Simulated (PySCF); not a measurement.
**Radial density of Ca (calcium, neutral)**

UHF, [Ar] 4s2, closed-shell 1S. Calculation: PySCF 2.14, in def2-TZVP (6s5p3d, 36 functions); no relativity, point nucleus.

```csv
r (bohr),4πr²ρ (e/bohr)
0.00109,0.07598
0.00183,0.2093
0.00309,0.5619
0.00519,1.463
0.00873,3.592
0.0147,8.023
0.0247,15.25
0.0415,22.32
0.0699,22.11
0.118,17.03
0.198,22.21
0.332,21.32
0.559,7.032
0.941,7.647
1.58,3.998
2.66,0.7377
4.48,0.4608
7.53,0.06525
12.7,0.0004599
```
